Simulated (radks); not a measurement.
Initial-state core-level shifts of the argon ion Ar+ when its valence configuration changes from [Ne] 3s2 3p5. Calculated with a radial shooting solver on a logarithmic mesh with Libxc functionals: scalar-relativistic Kohn-Sham, r2SCAN, spin-polarised, spherical densities, finite nucleus; open shells are filled with parallel spins first; meta-GGA in the generalised Kohn-Sham scheme; Fermi nuclear charge, rms radius 3.4274 fm. Shifts are changes of the shell-averaged eigenvalues in eV (positive: less bound); the change of the density at the nucleus, which sets a Mossbauer isomer shift, is in e/bohr^3, on a base of 4349.

| valence | 1s | 2s | 2p | density at nucleus |
|---|---|---|---|---|
| 3s1 3p6 | -1.444 | -1.388 | -1.389 | -17.5035 |
| 3s1.5 3p5.5 | -0.719 | -0.692 | -0.692 | -8.7811 |
